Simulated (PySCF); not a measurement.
C₂H₄N₂OSi, SMILES O(/C=N/C#N)[SiH3].

Geometry optimised at PBE-D3(BJ)/def2-SVP. The structure was generated by enumeration; whether it is a known compound was not checked. Other conformers were not sampled.

These are PySCF with TDDFT-CAM-B3LYP/def2-SVPD values and carry that method's errors.

Vertical excitations. The molecule is in vacuum. State labels are in the subgroup Cs.

Computed lowest excited states:
```
state  symmetry  energy (eV)  λ (nm)      f                                                                   main pairs
-----  --------  -----------  ------  -----  ---------------------------------------------------------------------------
S1           A"         4.99     249  0.000                                                             HOMO−1→LUMO 96 %
S2           A'         5.91     210  0.216                                                               HOMO→LUMO 87 %
S3           A"         6.95     178  0.001        HOMO→LUMO+3 33 %, HOMO→LUMO+1 28 %, HOMO→LUMO+7 16 %, HOMO→LUMO+2 8 %
S4           A"         7.47     166  0.001                         HOMO−5→LUMO 43 %, HOMO−4→LUMO 21 %, HOMO→LUMO+1 15 %
S5           A"         7.60     163  0.000       HOMO→LUMO+1 42 %, HOMO→LUMO+3 18 %, HOMO−2→LUMO 8 %, HOMO−3→LUMO+1 7 %
S6           A"         7.62     163  0.003                                           HOMO−2→LUMO 55 %, HOMO−7→LUMO 28 %
S7           A'         7.65     162  0.305    HOMO−1→LUMO+1 28 %, HOMO−1→LUMO+2 21 %, HOMO−1→LUMO+3 19 %, HOMO→LUMO 6 %
S8           A'         7.84     158  0.002     HOMO−1→LUMO+1 44 %, HOMO−3→LUMO 20 %, HOMO−6→LUMO 8 %, HOMO−1→LUMO+3 8 %
S9           A"         7.95     156  0.000                         HOMO→LUMO+2 59 %, HOMO→LUMO+6 16 %, HOMO→LUMO+7 15 %
S10          A'         8.04     154  0.124  HOMO−1→LUMO+2 32 %, HOMO−3→LUMO 26 %, HOMO−1→LUMO+1 10 %, HOMO−1→LUMO+6 8 %
T1           A'         4.00     310      0                                                               HOMO→LUMO 93 %
T2           A"         4.61     269      0                                                             HOMO−1→LUMO 94 %
T3           A'         6.08     204      0   HOMO−1→LUMO+7 30 %, HOMO−1→LUMO+3 26 %, HOMO−1→LUMO+1 6 %, HOMO−6→LUMO 5 %
T4           A"         6.51     191      0       HOMO→LUMO+3 27 %, HOMO→LUMO+7 20 %, HOMO−5→LUMO 12 %, HOMO→LUMO+1 11 %
```
Triplets are in the Tamm–Dancoff approximation, which puts them higher than full response would, so one can lie above its singlet here.
